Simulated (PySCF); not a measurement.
C8H17BO.
Atom-mapped SMILES: `[CH3:1][B:2]([CH3:3])[C@@H:4]1[CH2:5][CH2:6][CH2:7][O:8][CH2:9][CH2:10]1` (hydrogens: H11, H12, H13 on C1; H14, H15, H16 on C3; H17 on C4; H18, H19 on C5; H20, H21 on C6; H22, H23 on C7; H24, H25 on C9; H26, H27 on C10)

Structure used (PBE0-D3(BJ)/def2-SVP), in Å, numbered top down from 1:
```xyz
27
C8H17BO angstrom
C      2.346   -0.785   -1.409
B      2.035    0.183   -0.210
C      3.194    1.037    0.422
C      0.562    0.357    0.350
C     -0.177   -0.967    0.594
C     -1.490   -0.802    1.360
C     -2.689   -0.427    0.489
O     -2.399    0.396   -0.607
C     -1.629    1.541   -0.356
C     -0.153    1.290   -0.643
H      3.274   -1.356   -1.237
H      2.565   -0.148   -2.287
H      1.543   -1.480   -1.693
H      3.447    0.538    1.379
H      2.873    2.053    0.703
H      4.121    1.092   -0.169
H      0.606    0.892    1.319
H      0.482   -1.636    1.171
H     -0.365   -1.481   -0.365
H     -1.748   -1.735    1.889
H     -1.342   -0.048    2.152
H     -3.127   -1.336    0.048
H     -3.476    0.031    1.124
H     -1.998    2.329   -1.034
H     -1.776    1.912    0.677
H     -0.102    0.870   -1.662
H      0.368    2.264   -0.679
```

Level: PBE0/pcSseg-1 in PySCF, non-relativistic, on one gas-phase PBE0-D3(BJ)/def2-SVP geometry that isn't relaxed in the solvent. The solvent is an IEF-PCM continuum (Bondi radii, 1.10 Å for H, scaled by 1.2). Specific hydrogen bonds and non-electrostatic terms are outside this model.

Gas phase at PBE0/pcSseg-1: HOMO -7.06 eV, LUMO -0.26 eV, dipole 1.31 D.

What does the continuum do to the energy, the frontier levels and the dipole at PBE0/pcSseg-1 in cyclohexane and chloroform?

```
    solvent      ε  E(solvent) − E(gas) (kcal/mol)  polarisation term (kcal/mol)  distortion of the solute (kcal/mol)  HOMO (eV)  LUMO (eV)  dipole (D)
cyclohexane  2.017                           -1.23                         -1.28                                 0.05      -7.05      -0.17        1.46
 chloroform  4.711                           -2.27                         -2.46                                 0.19      -7.06      -0.12        1.63
```

The first energy column is the sum of the next two and covers electrostatics alone. From cyclohexane to chloroform the lowering changes by a factor 1.84, Onsager's factor (ε − 1)/(2ε + 1) by 1.76 and ε itself by 2.3.

Which radius a makes the point-dipole formula ΔE = −[(ε − 1)/(2ε + 1)]·μ²/a³ give the value in chloroform, with the gas-phase dipole?

μ = 0.514 au and |ΔE| = 0.00361 Eh give a = 1.57 Å; the farthest nucleus lies 4.05 Å from the centroid of the nuclei, so such a sphere wouldn't even hold the nuclei. The formula assumes a rigid point dipole at the centre of a sphere.

Give the dipole vector in the frame of the coordinates (D, pointing from negative to positive charge), gas and chloroform.

Gas (0.65, 0.16, 1.12), solvent (0.78, 0.24, 1.41). Its length changes by +25 % and its direction by 2°.

Which Hirshfeld charges (PBE0/pcSseg-1) respond most in chloroform (means over atoms taken as equivalent)?

```json
{"atoms": "O8", "environment": "cyclic ether oxygen", "gas (e)": "-0.144", "solvent (e)": "-0.157", "change": "-0.013"}
{"atoms": "H25", "environment": "methylene hydrogen", "gas (e)": "+0.033", "solvent (e)": "+0.037", "change": "+0.004"}
{"atoms": "H27", "environment": "methylene hydrogen", "gas (e)": "+0.039", "solvent (e)": "+0.042", "change": "+0.003"}
{"atoms": "H20", "environment": "methylene hydrogen", "gas (e)": "+0.041", "solvent (e)": "+0.044", "change": "+0.003"}
{"atoms": "H23", "environment": "methylene hydrogen", "gas (e)": "+0.029", "solvent (e)": "+0.031", "change": "+0.002"}
{"atoms": "H21", "environment": "methylene hydrogen", "gas (e)": "+0.030", "solvent (e)": "+0.032", "change": "+0.002"}
{"atoms": "C7", "environment": "sp3 carbon bound to oxygen", "gas (e)": "+0.002", "solvent (e)": "0.000", "change": "-0.002"}
{"atoms": "H18", "environment": "methylene hydrogen", "gas (e)": "+0.034", "solvent (e)": "+0.036", "change": "+0.002"}
{"atoms": "C9", "environment": "sp3 carbon bound to oxygen", "gas (e)": "+0.005", "solvent (e)": "+0.003", "change": "-0.002"}
{"atoms": "B2", "environment": "three-coordinate boron", "gas (e)": "+0.206", "solvent (e)": "+0.207", "change": "+0.001"}
{"atoms": "C1/C3", "environment": "sp3 carbon bound to boron", "gas (e)": "-0.193", "solvent (e)": "-0.194", "change": "-0.001"}
{"atoms": "H26", "environment": "methylene hydrogen", "gas (e)": "+0.035", "solvent (e)": "+0.033", "change": "-0.002"}
```

How do the nuclear quadrupole coupling constants eQVzz/h respond in chloroform?

```json
{"nucleus": "11B at B2", "Q (barn)": "0.04059", "gas (MHz)": "5.70", "solvent (MHz)": "5.70", "η gas": "0.02", "η solvent": "0.02"}
{"nucleus": "17O at O8", "Q (barn)": "-0.0256", "gas (MHz)": "-12.25", "solvent (MHz)": "-12.11", "η gas": "0.91", "η solvent": "0.91"}
```

Time: 3.0 min wall, 2.2 min CPU. Hardware: one thread, Arm Neoverse N1, on a shared host. This is the whole shielding run at PBE0/pcSseg-1 in chloroform, SCF included.
